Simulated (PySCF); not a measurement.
# C₆ coefficients of unlike pairs at PBE

Calculated with PySCF 2.14 from the dipole response of each species, C₆(A,B) = (3/π) ∫ α_A(iu) α_B(iu) du, in atomic units, from isotropic polarisabilities. For ions this is the dispersion term alone; charge-induced terms of lower order in 1/R come first.

```json
{"species": "Cl²⁺", "configuration": "[Ne] 3s2 3p3 (4S)", "basis": "dyall-av3z (19s12p3d2f)", "relativity": "spin-free X2C", "α (bohr³)": "5.806", "C₆ (like pair)": "20.72"}
{"species": "Zr³⁺", "configuration": "[Kr] 4d1 (2D)", "basis": "aug-cc-pwCVTZ-PP with ECP28MDF (8s8p7d4f3g)", "relativity": "core potential", "α (bohr³)": "5.791", "C₆ (like pair)": "23.60"}
{"species": "Mg", "configuration": "[Ne] 3s2 (1S)", "basis": "def2-QZVPPD (9s5p5d2f)", "relativity": "none", "α (bohr³)": "73.88", "C₆ (like pair)": "657.1"}
{"species": "S³⁺", "configuration": "[Ne] 3s2 3p1 (2P)", "basis": "aug-cc-pCVTZ-DK (8s7p5d3f)", "relativity": "spin-free X2C", "α (bohr³)": "5.297", "C₆ (like pair)": "14.05"}
```

**Question.** Estimate C₆ for Mg with Zr³⁺.

**Answer.** The integral gives 88.13. The combination rule 2 C_A C_B / (C_A α_B/α_A + C_B α_A/α_B) gives 87.97 and the geometric mean 124.5.

No spin-orbit coupling is included.

The other pairs:

```
      pair     C₆
  Mg, Cl²⁺  87.81
Zr³⁺, Cl²⁺  21.90
 S³⁺, Cl²⁺  16.98
   S³⁺, Mg  76.88
 S³⁺, Zr³⁺  17.78
```
